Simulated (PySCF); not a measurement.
Compound: RbBr.
SMILES: `[Br][Rb]`

Computed with PySCF, PBE0-D3(BJ)/def2-SVP geometry optimisation, gas phase, def2 core potentials past Kr.

Take the most abundant isotopes and a rigid rotor. 

**Question.** What are the moment of inertia and the rotational constant?

**Answer.** I = 366.512 u·Å², B = 505379 MHz·u·Å²/I = 1379 MHz (0.0460 cm⁻¹, or 0.066 K as hB/k). For two atoms I = μr² with μ = 40.9027 u and r = 2.9934 Å.

**Question.** List the first levels of a rigid rotor in a Σ state.

**Answer.** E(J) = BJ(J+1): J = 1: 0.092, J = 2: 0.276, J = 3: 0.552, J = 4: 0.920, J = 5: 1.380, J = 6: 1.932 cm⁻¹.

**Question.** Where do the first rotational lines fall?

**Answer.** The dipole is 11.01 D; J+1 ← J lies at 2B(J+1): 1 ← 0 at 2.76 GHz, 2 ← 1 at 5.52 GHz, 3 ← 2 at 8.27 GHz, 4 ← 3 at 11.03 GHz, 5 ← 4 at 13.79 GHz, 6 ← 5 at 16.55 GHz.

**Question.** Estimate the classical rotational partition function at 10 K, 298.15 K and 500 K.

**Answer.** Point group C∞v, symmetry number σ = 1; q = kT/(σhB), k/h = 20836.6 MHz/K: 151 at 10 K, 4510 at 298.15 K, 7560 at 500 K.

No frequency check. Constants of a rigid frame at the computed geometry: no zero-point averaging, no centrifugal distortion.

Time: 9.3 s; peak memory 0.27 GiB. Hardware: an Arm Neoverse N1 with one thread, shared host. That covers the optimisation of the geometry.
